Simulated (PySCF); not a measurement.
## Interval between two levels of Ru³⁺ by level of theory

Ru³⁺ [Kr] 4d5 [6S5/2, M_J = 5/2] → Ru³⁺ [Kr] 4d4 5s1 [6D9/2, M_J = 9/2], as a difference of total energies. Computed with PySCF 2.14 in x2c-TZVPall-2c, with the two-component X2C-1e Hamiltonian. Correlated levels: [Ar] 3d10 frozen; the 6 highest virtual spinors dropped. "Screened" scales the spin-orbit matrix elements by Boettger's factors to mimic the two-electron term; Breit and QED terms are absent.

| method | interval between two levels (cm⁻¹) |
| --- | --- |
| GHF (spin-free) | 91386 |
| GMP2 (spin-free) | 89147 |
| GHF (screened spin-orbit) | 92670 |
| GMP2 (screened spin-orbit) | 90472 |

The labels give the starting determinants; with spin-orbit coupling the two ends relaxed to ⟨J²⟩ = 8.75, ⟨L²⟩ = 0.02, ⟨S²⟩ = 8.73 and ⟨J²⟩ = 24.76, ⟨L²⟩ = 6.08, ⟨S²⟩ = 8.71.
